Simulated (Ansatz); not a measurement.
Ansatz (a quantum-chemistry and plane-wave program) input for Cl5OSi2, SMILES Cl[Si](Cl)O[Si](Cl)(Cl)Cl (connectivity only; charge and spin as stated), charge +1, multiplicity 1, PBE0/def2-SVPD. Coordinates come from a ωB97X-D3(BJ)/def2-SVP optimisation. The spin state was assumed, not searched. The isomer is the one that the SMILES or the coordinates give; other isomers of the formula were not compared. The values are those of a single conformer.

Ansatz 0.2 input:
```yaml
crystal:
  periodic: [false, false, false]
  atoms:
    - {symbol: Cl, position_ang: [1.72954732, 2.38169738, 0.00000001]}
    - {symbol: Si, position_ang: [-0.12854451, 1.75734833, 0.00000000]}
    - {symbol: Cl, position_ang: [-1.58076086, 3.07023281, -0.00000001]}
    - {symbol: O, position_ang: [-0.47923692, 0.23141762, 0.00000000]}
    - {symbol: Si, position_ang: [-0.06471202, -1.43940902, -0.00000001]}
    - {symbol: Cl, position_ang: [-0.85656619, -2.18208450, -1.68069474]}
    - {symbol: Cl, position_ang: [1.94902163, -1.45849596, 0.00000001]}
    - {symbol: Cl, position_ang: [-0.85656621, -2.18208450, 1.68069474]}
basis:
  gaussian:
    orbitals: def2-SVPD
hamiltonian:
  xc: {name: PBE0}
total_charge: 1
```

Output:

```
WARN ansatz: RAYON_NUM_THREADS=2 ignored (pool sized by the plan → 2); use --threads N
Functional definition: PBE0
integrals: 0.34 GiB planned
1906 factors; integrals over basis functions are off by at most 5.6e-4 eV
mean field: 1.91 GiB planned
mean field evaluation 1: about -80353.8918 eV, gradient 6.5e1 eV
mean field evaluation 2: about -80328.3722 eV, gradient 1.3e2 eV
mean field evaluation 4: about -80361.4822 eV, gradient 7.4e0 eV
mean field evaluation 8: about -80361.6414 eV, gradient 2.9e-1 eV
mean field evaluation 16: about -80361.6417 eV, gradient 1.5e-4 eV
mean field -80361.64169863 eV, -2953.2358613476 hartree, gradient 3.6e-5 eV, S^2 0.000000; 0 other end points of the search recorded, 0 dependent functions left out
reference -80361.64174895 eV, -2953.2358631967 hartree; 60, 60 occupied and 146, 146 virtual orbitals, 1906 factors
Total energy: -80361.64174895 eV, -2953.2358631967 hartree
```

The run converged.

Cost: about 11 core-seconds (a rough figure).
